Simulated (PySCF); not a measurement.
Identify the compound

Molecular formula: C7H11ClO. Simulated spectra:

¹H NMR (400 MHz, computed): δ 6.29 (d, 1H), 3.07 (m, 1H), 2.08 (s, 3H), 1.00 (d, 6H).

¹³C{¹H} NMR (computed): δ 174.5 (C), 171.0 (CH), 134.8 (C), 32.1 (CH), 25.5 (CH3), 23.1 (CH3).

All values are calculated (PySCF 2.14.0 with density-fitted response routines): geometry from PBE0-D3(BJ)/def2-SVP, shieldings: GIAO PBE0/pcSseg-1. One averaged value for each set of equivalent atoms, a single conformation, non-relativistic Hamiltonian, no solvent model.

Chemical shifts δ = σref − σ; ¹H (σref 31.27), ¹³C (σref 184.41) vs TMS, all at this level.

Which candidate is it?
A. C/C(=C/C(C)C)C(=O)Cl
B. C/C=C(\C(=O)Cl)C(C)C
C. CCC(C(=O)Cl)=C(C)C

## Answers

A. 

Rings plus π bonds: 2 (no ring in the answer). 6 carbon signals for 7 carbons: some carbons are equivalent by symmetry or fast rotation. Carbon types of the structure: 2 × C, 2 × CH, 3 × CH3, which accounts for all hydrogens. δC 174.5: carbonyl carbon. δC 171.0: β carbon of a C=C–C=O unit; conjugation with the carbonyl draws π density from the β position. δC 134.8: α carbon of a C=C–C=O unit; the olefinic region. δC 25.5: allylic methyl carbon; a saturated carbon with 1 carbon neighbour and no heteroatom attached. δH 3.07: hydrogen on an allylic sp3 CH; allylic position.

The others: CCC(C(=O)Cl)=C(C)C would give 7 carbon signals, not 6; C/C=C(\C(=O)Cl)C(C)C has carbons computed at 178.7, 154.2, 140.8, 42.8, 23.1, 18.7.

Carbons that carry Cl, above all several Cl atoms, come out too deshielded, partly because spin–orbit coupling is missing. Shifts are as computed. Against solution values, carbons near 30 ppm lie about +2 ppm off and those near 130 ppm about +5 ppm; carbons on Cl a further +5 ppm. Of 1313 compounds with measured shifts, 239 miss one by over three times the rms of a fit or turn the order of signals round; such compounds aren't used in these exercises. No couplings were computed; multiplicities are counted from neighbouring protons, with m where these are inequivalent, close in shift, in a saturated or five-membered ring or joined by F or P, and br s for small geminal =CH2 splittings.
